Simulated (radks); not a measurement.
Results of a calculation; reference values are marked as such.
Question: Spherical quantum dot in the effective-mass picture: electrons in a parabolic well V = omega^2 r^2 / 2 with omega = 0.107, all in effective atomic units (hartree* = m*/eps^2 hartree, bohr* = eps/m* bohr), one dielectric constant everywhere. Level of theory: non-relativistic Kohn-Sham, LDA (Slater exchange, Perdew-Wang correlation), spin-polarised, spherical densities (a radial shooting solver with Libxc functionals). Levels are named by radial order and angular momentum (1s, 1p, 1d, 2s, ...), and open shells are averaged over m. At N = 29 the configuration is 1s2 1p6 1d10 2s2 1f(up 7, down 2). Does electron 30 go into 2p down or 2p up or 1f down?

Answer: Into 1f down. The total energies of the other choices lie higher by 0.0163 hartree* (2p up), 0.0200 hartree* (2p down).
